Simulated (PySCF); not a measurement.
Working out the ionisation energy of Te

Te [Kr] 4d10 5s2 5p4 (3P) → Te⁺ [Kr] 4d10 5s2 5p3 (4S). Calculation: PySCF 2.14, in cc-pVDZ-PP with ECP28MDF (4s3p2d, 23 functions); scalar relativity through the core potential. Frozen: 4s2 4p6 4d10. Energies in hartree (1 hartree = 27.21139 eV):

```json
{"part": "UHF", "Te (lower)": "-266.997329", "Te⁺ (upper)": "-266.714374"}
{"part": "CCSD correlation", "Te (lower)": "-0.073958", "Te⁺ (upper)": "-0.059886"}
{"part": "(T)", "Te (lower)": "-0.000734", "Te⁺ (upper)": "-0.000534"}
```

Q: What does Hartree-Fock give?

A: (-266.714374) − (-266.997329) = 0.282955 hartree = 7.700 eV.

Q: What do CCSD and CCSD(T) give?

A: The CCSD correlation energies differ by 0.014072 hartree = 0.383 eV and the triples by 0.000200 hartree = 0.005 eV, so CCSD gives 8.083 eV and CCSD(T) 8.088 eV.

Measured between the centres of the two terms (NIST): 8.749 eV, so CCSD(T) (valence) is off by -0.661 eV.

A double-zeta basis recovers only part of the correlation energy.

What remains against the reference includes basis incompleteness, the frozen core and higher excitations.
